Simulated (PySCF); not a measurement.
## Relaxation of singlet [RhO2]-

All numbers come from B3LYP in PySCF with Rh def2-SVPD with ECP28, O def2-SVPD; scalar-relativistic core potentials, no spin–orbit coupling; density-fitted integrals. A (50,194) grid was used.

A hand-made linear start, of D∞h symmetry, held to at least that symmetry:

```xyz
3
charge -1 multiplicity 1, angstrom
Rh    0.0000    0.0000    0.0000
O     0.0000    0.0000    1.6700
O     0.0000    0.0000   -1.6700
```

Optimiser trace:
```tsv
step	E − E(last) (kJ/mol)	largest gradient (Eh/bohr)
0	12.47	0.05148
1	1.34	0.01471
2	0.03	0.00236
3	0.00	0.00014
4	0.00	0.00000
```

It ends at D∞h with Rh–O 1.721 Å (×2); O–Rh–O 180.0°. A frequency run shows 2 imaginary modes (one degenerate set), down to 90i cm⁻¹, so it is a higher-order saddle point.

Stability towards spin polarisation was not tested.
